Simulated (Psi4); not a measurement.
C$_{4}$H$_{12}$Ge, triplet, at the geometry of the source list (a higher spin typed on purpose: for a closed-shell molecule this is an excited state), with bond 17-5 at 1.25 times its length.

Psi4 was given this input:
```
memory 2 GB

molecule {
0 3
  Ge    0.73830000    1.69310000    0.19690000
  C    -0.05660000   -0.13480000   -0.01790000
  C    -0.23480000   -0.76880000    1.35770000
  C     0.87540000   -0.99630000   -0.86300000
  C    -1.41360000   -0.01690000   -0.70370000
  H     1.96980000    1.67370000    1.04740000
  H     1.12640000    2.30020000   -1.12050000
  H    -0.22250000    2.64310000    0.84550000
  H    -0.66120000   -1.77000000    1.26630000
  H     0.72300000   -0.85220000    1.86990000
  H    -0.90450000   -0.16830000    1.97240000
  H     1.84840000   -1.09430000   -0.38190000
  H     1.02290000   -0.55210000   -1.84820000
  H     0.45900000   -1.99480000   -0.99710000
  H    -1.30850000    0.41750000   -1.69900000
  H    -2.08280000    0.61920000   -0.11980000
  H    -1.99485000   -1.24377500   -0.83045000
}

set basis sto-3g
set reference uhf
set stability_analysis follow
set scf_type pk

energy('scf')
print_variables()
```

**Question.** What does this run give for the total energy, dipole moment, nuclear repulsion energy, number of basis functions, <S^2>?

**Answer.** 
* **total energy**: -2207.9954 Eh
* **dipole moment**: 1.79 D
* **nuclear repulsion energy**: 376.9298 Eh
* **number of basis functions**: 50
* **<S^2>**: 2.023

These values belong to the state on which the SCF converged, which isn't shown to be the lowest.
